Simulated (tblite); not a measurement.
Isomers of C6H4NP. Method: GFN2-xTB as coded in tblite; computed harmonic values from a numerical Hessian at the method's own geometry, unscaled. This tight-binding method is rough: wavenumbers can miss measured ones by several per cent, in bad cases by 10 to 20. One conformer each.

Electronic energies: GFN2-xTB at the same geometries; isomer energies are rough at this level and their order can be wrong.

```json
{"SMILES": "C#Cc1ccncp1", "electronic energy, lowest = 0 (kcal/mol)": "21.7"}
{"SMILES": "N#Cc1ccpcc1", "electronic energy, lowest = 0 (kcal/mol)": "1.5"}
{"SMILES": "P#Cc1cccnc1", "electronic energy, lowest = 0 (kcal/mol)": "0.0"}
{"SMILES": "P#Cc1ccccn1", "electronic energy, lowest = 0 (kcal/mol)": "1.0"}
```

Q: How do GFN2-xTB zero-point energies change the relative energies?

A: 
| SMILES | ZPE (kcal/mol) | of it from modes above 1550 cm⁻¹ | electronic (kcal/mol) | with ZPE, lowest = 0 (kcal/mol) | lowest mode (cm⁻¹) | rings |
| --- | --- | --- | --- | --- | --- | --- |
| P#Cc1cccnc1 | 51.0 | 22.3 | 0.0 | 0.0 | 95 | 1 |
| P#Cc1ccccn1 | 51.0 | 22.3 | 1.0 | 1.0 | 92 | 1 |
| N#Cc1ccpcc1 | 50.3 | 23.1 | 1.5 | 0.7 | 105 | 1 |
| C#Cc1ccncp1 | 49.1 | 21.1 | 21.7 | 19.8 | 101 | 1 |

The zero-point energies span 1.9 kcal/mol, from `C#Cc1ccncp1` to `P#Cc1cccnc1`. The lowest isomer stays, but the order above it changes.

Q: What do entropy and thermal enthalpy add at 298.15 K and 1 bar (rigid rotor, harmonic oscillator, one conformer each)?

A: 
| SMILES | point group | symmetry number | S (cal/(mol K)) | H − H(0) (kcal/mol) | ZPE + H − H(0) − TS (kcal/mol) |
| --- | --- | --- | --- | --- | --- |
| P#Cc1cccnc1 | Cs | 1 | 83.3 | 4.82 | 31.0 |
| P#Cc1ccccn1 | Cs | 1 | 83.4 | 4.82 | 31.0 |
| N#Cc1ccpcc1 | C2v | 2 | 81.8 | 4.94 | 30.9 |
| C#Cc1ccncp1 | Cs | 1 | 84.8 | 5.20 | 29.0 |
